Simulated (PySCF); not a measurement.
SMILES COC(=O)[SiH2]C(C)(C)C, GFN2-xTB optimised geometry.

```
23

C      3.08     2.66    -2.11
O      2.53     1.82    -1.11
C      1.61     0.93    -1.50
O      1.24     0.82    -2.64
Si     1.01    -0.11     0.00
C     -0.91    -0.11     0.00
C     -1.44     1.33     0.00
C     -1.43    -0.83     1.24
C     -1.43    -0.83    -1.25
H      3.59     2.06    -2.87
H      3.78     3.32    -1.61
H      2.29     3.23    -2.60
H      1.52    -1.48    -0.17
H      1.57     0.52     1.20
H     -1.08     1.87     0.87
H     -2.53     1.33     0.02
H     -1.11     1.85    -0.90
H     -2.52    -0.85     1.24
H     -1.08    -1.86     1.27
H     -1.10    -0.33     2.15
H     -1.04    -0.36    -2.15
H     -2.52    -0.79    -1.29
H     -1.13    -1.87    -1.25
```

Density from PBE/def2-SVP run with PySCF 2.14.0 at that geometry.

Minimum of the electron density along straight lines between bonded atoms, close to the bond critical point (lines longer than 1.1 times the sum of covalent radii, or with two minima, are not listed):

| bond | length / Å | ρ at the minimum / e bohr⁻³ | ∇²ρ there / e bohr⁻⁵ | position (fraction from the first atom) |
|---|---|---|---|---|
| C1–O2 | 1.424 | 0.246 | -0.38 | 0.35 |
| O2–C3 | 1.337 | 0.301 | -0.27 | 0.66 |
| C3–O4 | 1.207 | 0.411 | 0.40 | 0.33 |
| C3–Si5 | 1.918 | 0.109 | 0.30 | 0.62 |
| Si5–C6 | 1.920 | 0.112 | 0.26 | 0.38 |
| C6–C7 | 1.532 | 0.237 | -0.50 | 0.50 |
| C6–C8 | 1.530 | 0.238 | -0.50 | 0.50 |
| C6–C9 | 1.531 | 0.237 | -0.50 | 0.50 |
| C1–H10 | 1.092 | 0.279 | -1.06 | 0.64 |
| C1–H11 | 1.087 | 0.283 | -1.09 | 0.64 |
| C1–H12 | 1.092 | 0.279 | -1.06 | 0.64 |
| Si5–H13 | 1.467 | 0.116 | 0.32 | 0.49 |
| Si5–H14 | 1.464 | 0.117 | 0.31 | 0.49 |
| C7–H15 | 1.089 | 0.274 | -0.98 | 0.63 |
| C7–H16 | 1.090 | 0.272 | -0.97 | 0.63 |
| C7–H17 | 1.088 | 0.274 | -0.99 | 0.63 |
| C8–H18 | 1.090 | 0.273 | -0.98 | 0.63 |
| C8–H19 | 1.087 | 0.275 | -0.99 | 0.63 |
| C8–H20 | 1.088 | 0.274 | -0.99 | 0.63 |
| C9–H21 | 1.087 | 0.276 | -1.02 | 0.64 |
| C9–H22 | 1.090 | 0.272 | -0.97 | 0.63 |
| C9–H23 | 1.088 | 0.274 | -0.98 | 0.63 |
